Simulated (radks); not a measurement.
All-electron atom: Os39+ in [Kr] 4d1.

All-electron calculation, Dirac Kohn-Sham, LB94 model potential, spin-unpolarised, spherical densities, finite nucleus; open shells fill j = l - 1/2 first; Fermi nuclear charge, rms radius 5.4126 fm. Program: a radial shooting solver on a logarithmic mesh with Libxc functionals.

Energy parts (Ry):
| part | energy |
|---|---|
| kinetic | 37427.4535 |
| electron-nucleus | -76918.8523 |
| Hartree | 7342.0370 |
(The LB94 potential has no energy functional, so no total or exchange-correlation energy is given.)

Orbitals (lengths in bohr, moments of r in powers of bohr; <r^-3> diverges for s and p1/2):
| orbital | occ. | eigenvalue (Ry) | <1/r> | <r^4> | <r^2> | <r^-3> | small-component weight |
|---|---|---|---|---|---|---|---|
| 1s1/2 | 2 | -5567.368 | 90.49 | 5.099e-07 | 0.0004325 | - | 8.27e-02 |
| 2s1/2 | 2 | -1077.708 | 22.13 | 0.00007503 | 0.006553 | - | 1.89e-02 |
| 2p1/2 | 2 | -1038.447 | 22.12 | 0.00004484 | 0.004656 | - | 1.90e-02 |
| 2p3/2 | 4 | -924.9537 | 18.36 | 0.00006689 | 0.005845 | 18040 | 1.70e-02 |
| 3s1/2 | 2 | -347.1738 | 8.205 | 0.002623 | 0.04185 | - | 6.36e-03 |
| 3p1/2 | 2 | -329.6619 | 8.132 | 0.002285 | 0.03817 | - | 6.32e-03 |
| 3p3/2 | 4 | -304.3468 | 7.163 | 0.003024 | 0.04422 | 4232 | 5.78e-03 |
| 3d3/2 | 4 | -275.2574 | 7.056 | 0.001990 | 0.03388 | 738.2 | 5.65e-03 |
| 3d5/2 | 6 | -269.7127 | 6.829 | 0.002166 | 0.03552 | 622.0 | 5.50e-03 |
| 4s1/2 | 2 | -158.0852 | 3.874 | 0.04086 | 0.1714 | - | 2.67e-03 |
| 4p1/2 | 2 | -150.6040 | 3.810 | 0.04072 | 0.1696 | - | 2.62e-03 |
| 4p3/2 | 4 | -142.6885 | 3.475 | 0.05032 | 0.1892 | 1351 | 2.44e-03 |
| 4d3/2 | 1 | -130.6382 | 3.368 | 0.04765 | 0.1805 | 231.5 | 2.32e-03 |
| 4d5/2 | 0 | -128.9289 | 3.292 | 0.05046 | 0.1860 | 193.3 | 2.28e-03 |

The highest occupied level is 4d3/2 at -1777.4 eV. Summed over all electrons, <r^2> = 2.351 bohr^2, which gives a Langevin (diamagnetic) susceptibility term of -1.86 x 10^-6 cm^3/mol.
